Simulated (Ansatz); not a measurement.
A nudged elastic band was laid between two geometries of C2H6ClFMg (11 atoms, charge 0, multiplicity 1).

All numbers below come from Ansatz, RKS PBE0-D4/STO-3G.

- movable images: 5
- climbing image: yes
- spring: 5.0 eV/Å²
- optimiser: quadratic models (default)
- start path: through a guess of the saddle point
- force threshold: 0.03 eV/Å
- iteration limit: 60
- end points: relaxed

First end point:

```xyz
11
Properties=species:S:1:pos:R:3
Mg -0.822 1.134 -0.931
C 0.621 -0.208 -0.683
C 0.611 -0.958 0.676
Cl -1.976 2.504 -2.066
H -0.959 0.550 1.307
F -1.516 1.193 0.812
H 0.585 -0.978 -1.468
H 1.614 0.253 -0.785
H -0.321 -1.524 0.832
H 0.734 -0.274 1.536
H 1.429 -1.690 0.771
```

Last end point:

```xyz
11
Properties=species:S:1:pos:R:3
Mg -1.509 1.418 -0.358
C 1.169 -0.298 -0.384
C 0.105 -0.805 0.612
Cl -3.304 1.207 0.724
H 0.769 0.620 -0.904
F -0.198 1.808 -1.343
H 1.395 -1.076 -1.123
H 2.095 -0.052 0.149
H -0.834 -1.072 0.099
H -0.124 -0.047 1.380
H 0.435 -1.704 1.148
```

(1) What changes between the two ends?

(2) What energy profile does the band end with?

(3) What is the geometry of the highest image?

(4) What are the harmonic wavenumbers there?

Answers

(1) Bonds broken: Mg1–C2, H5–F6. Bonds formed: C2–H5. C2H6ClFMg becomes C2H6 + ClFMg.

(2) The forces met the threshold. The highest image is number 2 of 0 to 6, 0.154 eV above the first end and 0.726 eV above the last; the last end lies 0.572 eV below the first. A vibrational analysis at the climbing image gives one clearly imaginary mode, 198i cm⁻¹: a first-order saddle point. The orbitals stay closed-shell, which can raise the energy where a bond breaks towards radicals; this wasn't checked here. Limits of this set-up: minimal basis.

```
image  path coordinate (Å)  energy (eV)  Mg1–C2 (Å)  H5–F6 (Å)  C2–H5 (Å)
    0                 0.00        0.000        1.99       0.98       2.65
    1                 1.94        0.034        1.98       0.98       2.58
    2                 3.89        0.154        2.08       1.07       1.58
    3                 4.97       -0.457        2.97       1.59       1.13
    4                 6.06       -0.534        3.35       1.60       1.13
    5                 7.14       -0.563        3.25       1.60       1.13
    6                 8.23       -0.572        3.18       1.59       1.13
```

(3) 
```xyz
11
Properties=species:S:1:pos:R:3:forces:R:3
Mg -1.086 1.072 -0.661 0.00 -0.01 0.00
C 0.686 0.092 -0.174 0.00 0.00 -0.02
C 0.289 -1.251 0.492 0.00 0.00 0.00
Cl -2.791 1.001 -1.896 0.00 0.00 0.00
H 0.240 1.429 0.544 0.00 0.01 0.01
F -0.505 2.195 0.621 0.01 0.00 0.00
H 0.977 -0.120 -1.217 0.00 0.00 0.01
H 1.645 0.398 0.278 0.00 0.00 0.00
H -0.584 -1.710 0.006 0.00 0.00 0.00
H 0.031 -1.110 1.551 0.00 0.00 0.00
H 1.098 -1.995 0.457 0.00 0.00 0.00
```

(4) 198i, 38, 124, 152, 199, 212, 408, 582, 616, 822, 987, 1008, 1104, 1197, 1329, 1421, 1453, 1616, 1709, 1727, 1735, 2851, 3303, 3333, 3392, 3494, 3502 cm⁻¹.

The run took 4 min on 1 thread of Intel(R) Xeon(R) Platinum 8259CL CPU @ 2.50GHz (Skylake/Cascade Lake) (shared host), peak memory 0.18 GiB.
